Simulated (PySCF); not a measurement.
F2, charge +1, doublet, at a GFN2-xTB geometry (a state made from the parent by changing its charge; the spin is typed, not shown lowest); B3LYP-D3BJM/6-311G** in PySCF.

Input for PySCF:
```python
from pyscf import gto, scf, dft

mol = gto.Mole()
mol.atom = '''
    F    -0.000000   -0.000000   -0.646774
    F     0.000000    0.000000    0.646774
'''
mol.basis = '6-311g**'
mol.charge = 1
mol.spin = 1
mol.verbose = 4
mol.build()

mf = dft.UKS(mol)
mf.xc = 'b3lyp'
mf.disp = 'd3bjm'
mf.kernel()
mf.analyze()
```

The log (banner, timings and long lists left out):

```
PySCF version 2.14.0

[INPUT] verbose = 4
[INPUT] num. atoms = 2
[INPUT] num. electrons = 17
[INPUT] charge = 1
[INPUT] spin (= nelec alpha-beta = 2S) = 1
[INPUT] symmetry False subgroup None
[INPUT] Mole.unit = angstrom
[INPUT] Symbol           X                Y                Z      unit          X                Y                Z       unit  Magmom
[INPUT]  1 F      0.000000000000   0.000000000000  -0.646774000000 AA    0.000000000000   0.000000000000  -1.222225724489 Bohr   0.0
[INPUT]  2 F      0.000000000000   0.000000000000   0.646774000000 AA    0.000000000000   0.000000000000   1.222225724489 Bohr   0.0

nuclear repulsion = 33.1362686846719
number of shells = 16
number of NR pGTOs = 62
number of NR cGTOs = 36
basis = 6-311g**
ecp = {}

******** <class 'pyscf.dft.uks.UKS'> ********
method = UKS
initial guess = minao
damping factor = 0
level_shift factor = 0
DIIS = <class 'pyscf.scf.diis.CDIIS'>
diis_start_cycle = 1
diis_space = 8
diis_damp = 0
SCF conv_tol = 1e-09
SCF conv_tol_grad = None
SCF max_cycles = 50
direct_scf = True
direct_scf_tol = 1e-13
number electrons alpha = 9  beta = 8
XC library pyscf.dft.libxc version 7.1.2
    S. Lehtola, C. Steigemann, M. J. T. Oliveira, and M. A. L. Marques,  SoftwareX 7, 1–5 (2018)
XC functionals = b3lyp
    P. J. Stephens, F. J. Devlin, C. F. Chabalowski, and M. J. Frisch,  J. Phys. Chem. 98, 11623 (1994)
radial grids:
    Treutler-Ahlrichs [JCP 102, 346 (1995); DOI:10.1063/1.469408] (M4) radial grids

becke partition: Becke, JCP 88, 2547 (1988); DOI:10.1063/1.454033
pruning grids: <function nwchem_prune>
grids dens level: 3
symmetrized grids: False
atomic radii adjust function: <function treutler_atomic_radii_adjust>
small_rho_cutoff = 0
Set gradient conv threshold to 3.16228e-05
tot grids = 28528
Calc dispersion correction with DFTD3.
Parameters: xc=b3lyp, version=d3bjm, atm=False
init E= -199.764359233025

cycle= 1 E= -198.911515734476  delta_E= 0.853  |g|= 0.498  |ddm|= 0.909
cycle= 2 E= -198.951405311172  delta_E= -0.0399  |g|= 0.374  |ddm|= 0.412
cycle= 3 E= -198.985867124871  delta_E= -0.0345  |g|= 0.0143  |ddm|= 0.161
cycle= 4 E= -198.985922125372  delta_E= -5.5e-05  |g|= 0.00419  |ddm|= 0.00743
cycle= 5 E= -198.985926858512  delta_E= -4.73e-06  |g|= 0.000886  |ddm|= 0.00235
cycle= 6 E= -198.985927127312  delta_E= -2.69e-07  |g|= 5.97e-05  |ddm|= 0.000575
cycle= 7 E= -198.985927129321  delta_E= -2.01e-09  |g|= 5.97e-06  |ddm|= 5.23e-05
cycle= 8 E= -198.985927129348  delta_E= -2.69e-11  |g|= 5.92e-07  |ddm|= 6.22e-06
Extra cycle  E= -198.985927129348  delta_E= -1.14e-13  |g|= 1.76e-07  |ddm|= 6.54e-07
converged SCF energy = -198.985927129348  <S^2> = 0.75244085  2S+1 = 2.0024394
**** SCF Summaries ****
Total Energy =                        -198.985927129348426
Nuclear Repulsion Energy =              33.136268684671933
One-electron Energy =                 -334.895544690126826
Two-electron Energy =                  102.773693147110180
Two-electron Coulomb Energy =          123.088900965816634
DFT Exchange-Correlation Energy =      -20.315207818706448
Empirical Dispersion Energy =           -0.000344271003714
**** MO energy ****
                             alpha | beta                alpha | beta
MO #1   energy= -25.353211508353   | -25.3344875712771  occ= 1 | 1
MO #2   energy= -25.3531480069784  | -25.3343737540533  occ= 1 | 1
MO #3   energy= -1.95031664969605  | -1.91190575435775  occ= 1 | 1
MO #4   energy= -1.59985998464995  | -1.54756969005254  occ= 1 | 1
MO #5   energy= -1.13003634512915  | -1.10894283154636  occ= 1 | 1
MO #6   energy= -1.11309553569458  | -1.04668509694847  occ= 1 | 1
MO #7   energy= -1.06307942729433  | -0.996500149734174 occ= 1 | 1
MO #8   energy= -0.949920162328419 | -0.876325035538599 occ= 1 | 1
MO #9   energy= -0.895488714615406 | -0.74438764721819  occ= 1 | 0
MO #10  energy= -0.577221002355159 | -0.553391414563492 occ= 0 | 0
MO #11  energy= 0.418630482737961  | 0.454311519581613  occ= 0 | 0
MO #12  energy= 0.447195294499923  | 0.465274695753469  occ= 0 | 0
MO #13  energy= 0.475402912475237  | 0.484642907242414  occ= 0 | 0
MO #14  energy= 0.544053089234611  | 0.559138821188526  occ= 0 | 0
MO #15  energy= 0.594688963258591  | 0.625649574482777  occ= 0 | 0
MO #16  energy= 0.619270955508152  | 0.635595600587107  occ= 0 | 0
MO #17  energy= 0.675038722023699  | 0.683132425479599  occ= 0 | 0

To work with the spin densities directly, `use mulliken_meta_spin()` only printing them here.

 ** Mulliken spin pop alpha/beta on meta-lowdin orthogonal AOs **
 ** Mulliken Spin Density (per AO)  **
spin_pop of  0 F 1s       -0.00000
spin_pop of  0 F 2s        0.00290
spin_pop of  0 F 3s        0.00017
spin_pop of  0 F 4s        0.00000
spin_pop of  0 F 2px       0.22287
spin_pop of  0 F 2py       0.27214
spin_pop of  0 F 2pz      -0.00360
spin_pop of  0 F 3px       0.00211
spin_pop of  0 F 3py       0.00244
spin_pop of  0 F 3pz       0.00048
spin_pop of  0 F 4px       0.00026
spin_pop of  0 F 4py       0.00030
spin_pop of  0 F 4pz       0.00006
spin_pop of  0 F 3dxy      0.00005
spin_pop of  0 F 3dyz     -0.00006
spin_pop of  0 F 3dz^2    -0.00006
spin_pop of  0 F 3dxz     -0.00005
spin_pop of  0 F 3dx2-y2    0.00000
spin_pop of  1 F 1s       -0.00000
spin_pop of  1 F 2s        0.00290
spin_pop of  1 F 3s        0.00017
spin_pop of  1 F 4s        0.00000
spin_pop of  1 F 2px       0.22287
spin_pop of  1 F 2py       0.27214
spin_pop of  1 F 2pz      -0.00360
spin_pop of  1 F 3px       0.00211
spin_pop of  1 F 3py       0.00244
spin_pop of  1 F 3pz       0.00048
spin_pop of  1 F 4px       0.00026
spin_pop of  1 F 4py       0.00030
spin_pop of  1 F 4pz       0.00006
spin_pop of  1 F 3dxy      0.00005
spin_pop of  1 F 3dyz     -0.00006
spin_pop of  1 F 3dz^2    -0.00006
spin_pop of  1 F 3dxz     -0.00005
spin_pop of  1 F 3dx2-y2    0.00000
 ** Mulliken Spin Density (per atom)  **
spin density of  0 F =      0.50000
spin density of  1 F =      0.50000
 ** Mulliken pop alpha/beta on meta-lowdin orthogonal AOs **
 ** Mulliken pop       alpha | beta **
pop of  0 F 1s        0.99999 | 0.99999
pop of  0 F 2s        0.96737 | 0.96447
pop of  0 F 3s        0.00143 | 0.00126
pop of  0 F 4s        0.00001 | 0.00001
pop of  0 F 2px       0.99528 | 0.77241
pop of  0 F 2py       0.99512 | 0.72298
pop of  0 F 2pz       0.52387 | 0.52747
pop of  0 F 3px       0.00396 | 0.00185
pop of  0 F 3py       0.00410 | 0.00166
pop of  0 F 3pz       0.00554 | 0.00506
pop of  0 F 4px       0.00043 | 0.00018
pop of  0 F 4py       0.00045 | 0.00015
pop of  0 F 4pz       0.00039 | 0.00033
pop of  0 F 3dxy      0.00005 | 0.00000
pop of  0 F 3dyz      0.00033 | 0.00039
pop of  0 F 3dz^2     0.00135 | 0.00141
pop of  0 F 3dxz      0.00033 | 0.00038
pop of  0 F 3dx2-y2    0.00000 | 0.00000
pop of  1 F 1s        0.99999 | 0.99999
pop of  1 F 2s        0.96737 | 0.96447
pop of  1 F 3s        0.00143 | 0.00126
pop of  1 F 4s        0.00001 | 0.00001
pop of  1 F 2px       0.99528 | 0.77241
pop of  1 F 2py       0.99512 | 0.72298
pop of  1 F 2pz       0.52387 | 0.52747
pop of  1 F 3px       0.00396 | 0.00185
pop of  1 F 3py       0.00410 | 0.00166
pop of  1 F 3pz       0.00554 | 0.00506
pop of  1 F 4px       0.00043 | 0.00018
pop of  1 F 4py       0.00045 | 0.00015
pop of  1 F 4pz       0.00039 | 0.00033
pop of  1 F 3dxy      0.00005 | 0.00000
pop of  1 F 3dyz      0.00033 | 0.00039
pop of  1 F 3dz^2     0.00135 | 0.00141
pop of  1 F 3dxz      0.00033 | 0.00038
pop of  1 F 3dx2-y2    0.00000 | 0.00000
In total             9.00000 | 8.00000
 ** Mulliken atomic charges   ( Nelec_alpha | Nelec_beta ) **
charge of  0F =      0.50000  (     4.50000      4.00000 )
charge of  1F =      0.50000  (     4.50000      4.00000 )

WARN: System has nonzero charge 1; the dipole moment is origin-dependent.
Location of origin: [0. 0. 0.]

Dipole moment(X, Y, Z, Debye):  0.00000, -0.00000, -0.00000
```
